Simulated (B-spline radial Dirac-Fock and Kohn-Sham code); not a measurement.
**Photoionisation of osmium ions at Ga Kα (9251.7 eV)**

Method: Dirac-Hartree-Slater photoionisation with all multipoles and Dirac-Fock thresholds. Computed with a radial B-spline solver. Cross sections in kb; a dash marks an empty subshell or a threshold above the photon energy.

```tsv
ion	configuration	total	3s	3p3/2	3d5/2	5p1/2	5d3/2
Os	[Xe] 4f14 5d6 6s2	38.78	4.48	9.62	6.32	0.212	0.0476
Os²⁺	[Xe] 4f14 5d6	38.77	4.48	9.62	6.32	0.212	0.0514
Os⁴⁺	[Xe] 4f14 5d4	38.78	4.48	9.62	6.33	0.218	0.0412
```
